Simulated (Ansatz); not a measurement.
Input file for Ansatz (a quantum-chemistry and plane-wave program): U-PBE0/def2-TZVPP on GeP+, 2S+1 = 5, a spin state set in the input, which need not be the lowest. Charge +1.

Ansatz 0.2 input:
```yaml
crystal:
  periodic: [false, false, false]
  atoms:
    - {symbol: P, position_ang: [0.00000000, 0.00000000, 0.00000000]}
    - {symbol: Ge, position_ang: [0.00000000, 0.00000000, 2.15600000]}
basis:
  gaussian:
    orbitals: def2-TZVPP
hamiltonian:
  xc: {name: PBE0}
total_charge: 1
magnetization: {spin_polarized: true, initial_magnetization: 4}
relax: {f_tol: 0.002, max_steps: 120}
```

It printed:

```
WARN ansatz: RAYON_NUM_THREADS=1 ignored (pool sized by the plan → 1); use --threads N
Functional definition: PBE0
integrals: 0.02 GiB planned
701 factors; their error is unknown
mean field: 0.36 GiB planned
mean field evaluation 1: about -65782.6090 eV, gradient 1.3e1 eV
mean field evaluation 2: about -65782.4968 eV, gradient 1.4e1 eV
mean field evaluation 4: about -65783.6588 eV, gradient 7.0e-1 eV
mean field evaluation 8: about -65783.9394 eV, gradient 1.8e-2 eV
mean field evaluation 16: about -65783.9395 eV, gradient 3.0e-5 eV
mean field -65783.93945221 eV, -2417.5151849130 hartree, gradient 3.0e-5 eV, S^2 6.003796; 0 other end points of the search recorded, 0 dependent functions left out
the calculation of the forces begins
reference -65783.93947532 eV, -2417.5151857624 hartree; 25, 21 occupied and 65, 69 virtual orbitals, 701 factors
relax step   1: F+E_penalty+E_count = -65783.93945221 eV  Δ(F+E_penalty+E_count) = +0.000e0 eV  max|allowed force component| = 4.142e0 eV/Å  Δτ_max = 0.0000 Å  (30 SCF iters, accepted)
these checks for a lower state are left out or cut short: starts, cluster_reference, orbital_swaps, neighbouring_geometries, increment
integrals: 0.02 GiB planned
701 factors; their error is unknown
mean field: 0.36 GiB planned
mean field -65784.48157283 eV, -2417.5351074784 hartree, gradient 3.3e-5 eV, S^2 6.004347; 0 other end points of the search recorded, 0 dependent functions left out
the calculation of the forces begins
reference -65784.48159651 eV, -2417.5351083485 hartree; 25, 21 occupied and 65, 69 virtual orbitals, 701 factors
relax step   2: F+E_penalty+E_count = -65784.48157283 eV  Δ(F+E_penalty+E_count) = -5.421e-1 eV  max|allowed force component| = 1.252e0 eV/Å  Δτ_max = 0.1088 Å  (36 SCF iters, accepted)
these checks for a lower state are left out or cut short: starts, cluster_reference, orbital_swaps, neighbouring_geometries, increment
integrals: 0.02 GiB planned
701 factors; their error is unknown
mean field: 0.36 GiB planned
mean field evaluation 32: about -65784.5869 eV, gradient 5.3e-6 eV
mean field -65784.58692965 eV, -2417.5389792701 hartree, gradient 5.3e-6 eV, S^2 6.004448; 0 other end points of the search recorded, 0 dependent functions left out
the calculation of the forces begins
reference -65784.58695373 eV, -2417.5389801551 hartree; 25, 21 occupied and 65, 69 virtual orbitals, 701 factors
relax step   3: F+E_penalty+E_count = -65784.58692965 eV  Δ(F+E_penalty+E_count) = -1.054e-1 eV  max|allowed force component| = 3.806e-1 eV/Å  Δτ_max = 0.0678 Å  (32 SCF iters, accepted)
these checks for a lower state are left out or cut short: starts, cluster_reference, orbital_swaps, neighbouring_geometries, increment
integrals: 0.02 GiB planned
701 factors; their error is unknown
mean field: 0.36 GiB planned
mean field -65784.60271527 eV, -2417.5395593809 hartree, gradient 2.4e-5 eV, S^2 6.004373; 0 other end points of the search recorded, 0 dependent functions left out
the calculation of the forces begins
reference -65784.60273974 eV, -2417.5395602800 hartree; 25, 21 occupied and 65, 69 virtual orbitals, 701 factors
relax step   4: F+E_penalty+E_count = -65784.60271527 eV  Δ(F+E_penalty+E_count) = -1.579e-2 eV  max|allowed force component| = 8.477e-2 eV/Å  Δτ_max = 0.0615 Å  (32 SCF iters, accepted)
these checks for a lower state are left out or cut short: starts, cluster_reference, orbital_swaps, neighbouring_geometries, increment
integrals: 0.02 GiB planned
701 factors; their error is unknown
mean field: 0.36 GiB planned
mean field -65784.60390429 eV, -2417.5396030768 hartree, gradient 3.4e-5 eV, S^2 6.004402; 0 other end points of the search recorded, 0 dependent functions left out
the calculation of the forces begins
reference -65784.60392867 eV, -2417.5396039726 hartree; 25, 21 occupied and 65, 69 virtual orbitals, 701 factors
relax step   5: F+E_penalty+E_count = -65784.60390429 eV  Δ(F+E_penalty+E_count) = -1.189e-3 eV  max|allowed force component| = 5.233e-3 eV/Å  Δτ_max = 0.0146 Å  (29 SCF iters, accepted)
these checks for a lower state are left out or cut short: starts, cluster_reference, orbital_swaps, neighbouring_geometries, increment
integrals: 0.02 GiB planned
701 factors; their error is unknown
mean field: 0.36 GiB planned
mean field -65784.60390848 eV, -2417.5396032305 hartree, gradient 2.0e-5 eV, S^2 6.004401; 0 other end points of the search recorded, 0 dependent functions left out
the calculation of the forces begins
reference -65784.60393286 eV, -2417.5396041265 hartree; 25, 21 occupied and 65, 69 virtual orbitals, 701 factors
relax step   6: F+E_penalty+E_count = -65784.60390848 eV  Δ(F+E_penalty+E_count) = -4.185e-6 eV  max|allowed force component| = 8.598e-5 eV/Å  Δτ_max = 0.0008 Å  (24 SCF iters, accepted)
integrals: 0.02 GiB planned
701 factors; their error is unknown
mean field: 0.36 GiB planned
mean field evaluation 64: about -65784.6039 eV, gradient 2.3e-3 eV
mean field -65784.60390848 eV, -2417.5396032305 hartree, gradient 2.0e-5 eV, S^2 6.004401; 1 other end points of the search recorded, 0 dependent functions left out
the calculation of the forces begins
reference -65784.60393286 eV, -2417.5396041265 hartree; 25, 21 occupied and 65, 69 virtual orbitals, 701 factors
Total energy: -65784.60393286 eV, -2417.5396041265 hartree
Atom 0 at    -0.000000    -0.000000    -0.224318 Å, force    -0.000000     0.000000    -0.000086 eV/Å
Atom 1 at     0.000000     0.000000     2.380318 Å, force     0.000000     0.000000     0.000086 eV/Å
Dipole moment:    -0.000000     0.000000    -0.191107 e Å
```

The run converged.

Cost: roughly 13 core-seconds.
